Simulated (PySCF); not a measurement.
## NMR data sheet: C6H11O2PSi

- Formula: C6H11O2PSi
- SMILES: COC1=C(C)C=C([SiH3])[P@H]1=O
- InChI: InChI=1S/C6H11O2PSi/c1-4-3-5(10)9(7)6(4)8-2/h3,9H,1-2,10H3
- Point group of the computed structure: C1
- Carbon signals: 6
- Proton signals: 5

Molfile (atoms numbered from 1):
```
C6H11O2PSi
     RDKit          3D

 21 21  0  0  0  0  0  0  0  0999 V2000
   -2.5165    1.8100   -0.4677 C   0  0  0  0  0  0  0  0  0  0  0  0
   -2.2298    0.6766    0.3175 O   0  0  0  0  0  0  0  0  0  0  0  0
   -0.9793    0.2047    0.1677 C   0  0  0  0  0  0  0  0  0  0  0  0
   -0.5020   -0.9279    0.7352 C   0  0  0  0  0  0  0  0  0  0  0  0
   -1.3006   -1.8787    1.5645 C   0  0  0  0  0  0  0  0  0  0  0  0
    0.9004   -1.1652    0.4538 C   0  0  0  0  0  0  0  0  0  0  0  0
    1.5547   -0.2617   -0.3008 C   0  0  0  0  0  0  0  0  0  0  0  0
    3.3307   -0.2361   -0.8873 Si  0  0  0  0  0  4  0  0  0  0  0  0
    0.3882    1.0426   -0.7216 P   0  0  1  0  0  5  0  0  0  0  0  0
    0.2278    1.4412   -2.1217 O   0  0  0  0  0  0  0  0  0  0  0  0
   -3.5085    2.1504   -0.1747 H   0  0  0  0  0  0  0  0  0  0  0  0
   -1.7810    2.6046   -0.2849 H   0  0  0  0  0  0  0  0  0  0  0  0
   -2.5045    1.5637   -1.5338 H   0  0  0  0  0  0  0  0  0  0  0  0
   -1.2229   -2.8890    1.1641 H   0  0  0  0  0  0  0  0  0  0  0  0
   -2.3440   -1.5766    1.5777 H   0  0  0  0  0  0  0  0  0  0  0  0
   -0.9248   -1.8935    2.5875 H   0  0  0  0  0  0  0  0  0  0  0  0
    1.3717   -2.0571    0.8413 H   0  0  0  0  0  0  0  0  0  0  0  0
    3.3729   -0.2915   -2.3470 H   0  0  0  0  0  0  0  0  0  0  0  0
    3.9585    0.9997   -0.4094 H   0  0  0  0  0  0  0  0  0  0  0  0
    3.9883   -1.4025   -0.2953 H   0  0  0  0  0  0  0  0  0  0  0  0
    0.7117    2.1034    0.1342 H   0  0  0  0  0  0  0  0  0  0  0  0
  1  2  1  0
  2  3  1  0
  3  4  2  0
  4  5  1  0
  4  6  1  0
  6  7  2  0
  7  8  1  0
  7  9  1  0
  9 10  2  0
  9  3  1  0
  1 11  1  0
  1 12  1  0
  1 13  1  0
  5 14  1  0
  5 15  1  0
  5 16  1  0
  6 17  1  0
  8 18  1  0
  8 19  1  0
  8 20  1  0
  9 21  1  1
M  END
```

How the numbers were obtained: shielding tensors at PBE0/pcSseg-1 (GIAO), GFN2-xTB structure, in PySCF (no relativistic terms, isolated molecule, averaged over atoms made equivalent by symmetry, fast rotation or ring inversion, one computed conformer).

References, each an isolated molecule treated in the same way: ¹H (31.72 ppm), ¹³C (186.93 ppm), ²⁹Si (349.16 ppm) against TMS; ³¹P (318.38 ppm) against H3PO4; ¹⁷O (336.08 ppm) vs H2O.

| carbon | δC, type | δH (multiplicity) | HMBC from (2–3 bonds) | span of the C tensor (ppm) |
| --- | --- | --- | --- | --- |
| C1 | 62.9, CH3 | 4.38 (s) | – | 79 |
| C3 | 171.0, C | – | H21, H17, H11/H12/H13, H14/H15/H16 | 153 |
| C4 | 126.6, C | – | H21, H17, H14/H15/H16 | 177 |
| C5 | 13.8, CH3 | 1.88 (s) | H17 | 27 |
| C6 | 164.0, CH | 7.12 (m) | H21, H18/H19/H20, H14/H15/H16 | 228 |
| C7 | 121.3, C | – | H21, H17, H18/H19/H20 | 189 |

Other nuclei:
```json
{"atoms": "H21", "nucleus": "¹H", "environment": "hydrogen on a phosphorus bonded to 2 C, O, in a 5-membered ring", "δ (ppm)": "7.67", "σ (ppm)": "24.04"}
{"atoms": "H18/H19/H20", "nucleus": "¹H", "environment": "hydrogen on a silicon bonded to C", "δ (ppm)": "4.40", "σ (ppm)": "27.32"}
{"atoms": "P9", "nucleus": "³¹P", "environment": "phosphorus bonded to 2 C, O, H, in a 5-membered ring", "δ (ppm)": "-8.9", "σ (ppm)": "327.2"}
{"atoms": "Si8", "nucleus": "²⁹Si", "environment": "silicon bonded to C, 3 H", "δ (ppm)": "-80.5", "σ (ppm)": "429.6"}
{"atoms": "O2", "nucleus": "¹⁷O", "environment": "ether oxygen", "δ (ppm)": "120.7", "σ (ppm)": "215.4"}
{"atoms": "O10", "nucleus": "¹⁷O", "environment": "P=O oxygen", "δ (ppm)": "70.7", "σ (ppm)": "265.3"}
```

δC 171.0: alkene carbon bearing oxygen; an sp2 carbon further deshielded by the attached heteroatom. δC 164.0: alkene CH; as expected for a trigonal carbon in a double bond. δC 126.6: β carbon of an enol-ether or enamine type C=C. δC 121.3: fully substituted alkene carbon; as expected for a trigonal carbon in a double bond. δC 62.9: methyl carbon bonded to O; deshielded by the electronegative neighbour.

Splittings by ³¹P in the carbon and heteronuclear signals aren't shown, as no couplings were computed. Shifts are as computed. Against solution values, carbons near 30 ppm lie about +3 ppm off and those near 130 ppm about +5 ppm. Of 1211 compounds with measured shifts, 218 miss one by over three times the rms of a fit or turn the order of signals round; such compounds aren't used in these exercises. Experimental scales use liquid or dissolved standards, which lie at an offset from isolated H2O (liquid H2O: subtract about 36 ppm) and H3PO4. Multiplicities follow the n + 1 count of equivalent neighbours, as no J values were calculated; m marks all less simple cases, F and P coupling included.
